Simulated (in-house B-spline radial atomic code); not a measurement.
**Solving the quasi-particle equation for 6s down of Re**

Configuration [Xe] 4f14 5d5 6s2, highest spin, start Hartree-Fock; correlation leaves out the deepest shell. Computed with a B-spline radial code for spherical atoms: all electrons, scalar-relativistic (spin-free one-electron X2C), finite nucleus, each spin shell either full or empty, empty states to l = 9 with an (l + 1/2)⁻⁴ tail; G0W0 by contour deformation at full frequency.

At the mean-field level ε = -6.088 eV the matrix elements are Σx = -8.035 eV, v_xc = -8.035 eV and Σc(ε) = -1.428 eV, and the slope of the correlation self-energy is dΣc/dω = -0.0554. The quasi-particle energy solves E = ε + Σx − v_xc + Σc(E).

Task: What does the linearised equation give?

Result: Z = 1/(1 − dΣc/dω) = 1/1.0554 = 0.9475. The first-order shift is Σx − v_xc + Σc(ε) = -8.035 − (-8.035) + (-1.428) = -1.428 eV, so E ≈ ε + Z × shift = -6.088 + 0.9475 × (-1.428) = -7.441 eV.

Task: How does that compare with the full solution and with static screening?

Result: Solving the equation at full frequency dependence gives E = -7.440 eV, where Σc = -1.351 eV and the weight is 0.945; the linearised value is off by 1 meV. Leaving Z out would give -7.516 eV. Static COHSEX puts -2.476 eV in place of Σc and gives -8.564 eV, 1.12 eV deeper. The tabulated removal energy is 7.834 eV (NIST, measured); the run leaves out spin-orbit coupling, Breit and QED terms.
